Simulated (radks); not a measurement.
The numbers below are computed, except where a source is named.
How relativity changes the ionisation of the praseodymium ion Pr3+ ([Xe] 4f2) to Pr4+ ([Xe] 4f1). Spin-unpolarised spherical Kohn-Sham, PBE, point nucleus unless stated (finite: rms radius 4.8919 fm), a radial shooting solver on a logarithmic mesh with Libxc functionals. A level marked "c x" has the speed of light scaled by that factor and shares open shells by 2j + 1; other Dirac levels either fill j = l - 1/2 first or share by 2j + 1.

| level | E(Pr3+) (hartree) | E(Pr4+) (hartree) | IE (eV) | HOMO | <r> HOMO (bohr) |
|---|---|---|---|---|---|
| non-rel. | -8922.1545 | -8920.5808 | 42.824 | 4f | 0.9632 |
| scalar-rel. | -9235.9369 | -9234.5032 | 39.012 | 4f | 1.013 |
| scalar-rel., finite nucleus | -9235.4692 | -9234.0355 | 39.013 | 4f | 1.013 |
| Dirac, 2j+1 shares | -9241.2196 | -9239.7886 | 38.939 | 4f7/2 | 1.018 |
| Dirac, low j first | -9241.2364 | -9239.7981 | 39.138 | 4f5/2 | 1.009 |
| Dirac, 2j+1 shares, finite nucleus | -9240.7497 | -9239.3187 | 38.940 | 4f7/2 | 1.018 |
| Dirac, c x 0.75 | -9539.4367 | -9538.1159 | 35.942 | 4f7/2 | 1.071 |
| Dirac, c x 0.85 | -9381.8919 | -9380.5155 | 37.455 | 4f7/2 | 1.043 |
| Dirac, c x 10 | -8925.0630 | -8923.4906 | 42.785 | 4f7/2 | 0.9637 |

NIST Atomic Spectra Database: 38.98 eV (semi-empirical). The relativistic part of the total energy of Pr3+ is -318.6 hartree (Dirac, 2j+1 shares, finite nucleus), 3.6 % of the non-relativistic value. Spin polarisation and multiplet splitting of open shells are left out at every level.

Beside tabulated values, note that relativity, absent from the non-relativistic runs, is large for the heavy elements, and spin-unpolarised runs miss the spin-polarisation part of the exchange energy of open shells.
